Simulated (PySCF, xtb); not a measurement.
Al(All)(Cl)(H) (C3H6AlCl), SMILES C(=C)[CH2][AlH][Cl].

GFN2-xTB run with xtb at its own geometry gives an orbital gap of 3.92 eV and a dipole moment of 1.26 D.

Geometry: B3LYP-D3(BJ)/def2-SVP. The structure was generated by enumeration; whether it is a known compound was not checked. One conformer was computed; it need not be the lowest.

Task: What does M06-2X/def2-TZVP (PySCF) give? (Estimate from the structure and the level; the computed values follow.)

Result: gap 8.13 eV (levels -8.19 and -0.06 eV), dipole 2.25 D.
